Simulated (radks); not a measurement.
All-electron atom: Co II in [Ar] 3d7.5 4s0.5 (fractional occupations, a model configuration). Calculated with a radial shooting solver on a logarithmic mesh with Libxc functionals: scalar-relativistic Kohn-Sham, exchange-only r2SCAN, spin-polarised, spherical densities, finite nucleus; open shells are filled with parallel spins first; meta-GGA in the generalised Kohn-Sham scheme; Fermi nuclear charge, rms radius 3.7875 fm. Some entries of the table are withheld. Estimate them.

| orbital | occ. | eigenvalue (eV) | <1/r> (bohr^-1) | <r> (bohr) |
|---|---|---|---|---|
| 1s up | 1 | -7624.329 | 27.03 | 0.05620 |
| 1s down | 1 | -7624.325 | 27.03 | 0.05620 |
| 2s up | 1 | -914.2234 | 5.830 | 0.2551 |
| 2s down | 1 | -912.5380 | 5.837 | 0.2547 |
| 2p up | 3 | -781.7345 | 5.705 | 0.2250 |
| 2p down | 3 | -780.4508 | 5.711 | 0.2246 |
| 3s up | 1 | -112.9845 | 1.828 | 0.7749 |
| 3s down | 1 | -109.0963 | 1.820 | 0.7772 |
| 3p up | 3 | -74.5780 | 1.679 | 0.8191 |
| 3p down | 3 | -70.7160 | 1.671 | 0.8226 |
| 3d up | 5 | -14.9013 | 1.274 | 1.073 |
| 4s up | 0.5 | (1) | 0.4798 | 2.692 |
| 3d down | 2.5 | -11.2628 | 1.241 | 1.123 |
| 4s down | 0 | (2) | 0.4526 | 2.849 |

Answer. 
(1) 4s up eigenvalue (eV): -11.7142
(2) 4s down eigenvalue (eV): -9.5414
